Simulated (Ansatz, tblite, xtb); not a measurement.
**C2H7AlFN (SMILES C[CH2][Al]([NH2])[F]): the dipole moment, rung by rung**

The species is C2H7AlFN (12 atoms), meant as a singlet with charge 0. SMILES: `C[CH2][Al]([NH2])[F]`. The coordinates come from a PBE0-D4/def2-TZVP relaxation. This is one conformer, not always the lowest.

```xyz
12

C    -0.6050    0.7158    1.3182
C     0.5292    0.9852    0.3283
Al    0.7225   -0.3424   -1.0821
N    -0.3195   -1.7558   -1.2234
F     1.9071   -0.1812   -2.2277
H    -0.6690    1.4900    2.0884
H    -0.4739   -0.2396    1.8339
H    -1.5774    0.6784    0.8194
H     1.4868    1.0605    0.8576
H     0.3974    1.9663   -0.1440
H    -0.2458   -2.4596   -1.9395
H    -1.0753   -1.9726   -0.5951
```

Each level gives the dipole moment (D). The values are calculated.

```csv
level,kind,program,value (D),CPU time
GFN2-xTB,semi-empirical,tblite,2.72,under 2 s
GFN0-xTB,semi-empirical,xtb,2.50,under 2 s
GFN1-xTB,semi-empirical,xtb,3.39,under 2 s
IPEA1-xTB,semi-empirical,tblite,3.43,under 2 s
HF/STO-3G,Hartree–Fock,Ansatz,0.88,0.96 s
HF/3-21G,Hartree–Fock,Ansatz,2.41,1.6 s
HF/cc-pVDZ,Hartree–Fock,Ansatz,2.40,8.5 s
HF/def2-SVP,Hartree–Fock,Ansatz,2.25,7.2 s
HF/def2-TZVP,Hartree–Fock,Ansatz,2.14,31 s
r2SCAN/cc-pVDZ,meta-GGA,Ansatz,2.30,27 s
```

The values span 0.88 to 3.43 D. Magnitudes only: a small dipole may point the other way at some levels. Sets without polarisation functions give poor dipoles. Without the sets that lack polarisation functions the rows with a basis span only 2.14 to 2.40 D. CPU times are rough (shared hosts, several kinds of processor): they show what a rung costs within a factor of a few.
